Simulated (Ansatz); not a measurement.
Born–Oppenheimer molecular dynamics of C$_{4}$H$_{6}$BF (12 atoms, charge 0, multiplicity 1). It goes on from the last frame of an earlier run, with new velocities.

Theory: Ansatz 0.2.0, UKS BLYP/STO-3G.

- ensemble: NVT, Nosé–Hoover chain
- time step: 0.5 fs
- steps asked: 280
- set temperature: 500 K
- thermostat: time constant 1 fs, chain length 1
- seed: 36648

First frame:

```xyz
12
Properties=species:S:1:pos:R:3
C -1.371 -1.206 0.825
C -0.322 -1.223 -0.014
C 0.951 -0.803 -0.430
F 2.067 -1.612 -0.215
B 1.092 0.456 -1.466
C 2.344 0.984 -2.028
H -2.302 -1.820 0.461
H -1.311 -0.756 1.757
H -0.024 0.742 -1.861
H 2.545 2.023 -1.905
H 2.627 0.776 -3.041
H 3.260 0.524 -1.565
```

(1) What does the run give?

(2) What happens to the structure?

(3) How do temperature and energy run in time?

Answers

(1) All steps were run.

```json
{
 "steps done": "280",
 "time covered": "140 fs",
 "mean temperature over the second half": "498 K",
 "spread of the potential energy over the second half": "13.5 meV per atom",
 "mean potential energy of the second half above the start": "-39.3 meV per atom"
}
```

The conserved energy stayed within 0.64 meV per atom of its start (net change -0.4 meV per atom), so the integration is sound. A run of 0.14 ps of so small a system gives no equilibrium averages. Limits of this set-up: minimal basis.

(2) The same pairs are bonded in the first frame and the last. Pairs count as bonded within 1.25 times the sum of covalent radii (0.12 Å more for H–H). The details hang on the random start.

(3) 
```
time (fs)  T (K)  potential energy less start (eV)  conserved less start (meV/atom)
      0.0    500                             0.000                             0.00
     11.5    572                            -0.438                            -0.34
     23.0    542                            -0.722                            -0.50
     34.5    530                            -0.340                            -0.38
     46.0    530                            -0.254                            -0.27
     57.5    482                            -0.474                            -0.34
     69.0    511                            -0.321                            -0.39
     80.5    552                            -0.210                            -0.36
     92.0    496                            -0.512                            -0.45
    103.5    429                            -0.534                            -0.53
    115.0    347                            -0.461                            -0.57
    126.5    399                            -0.602                            -0.62
    138.0    518                            -0.736                            -0.64
```

The run took 14 min on 1 thread of Arm Neoverse V2 (shared host), peak memory 0.11 GiB.
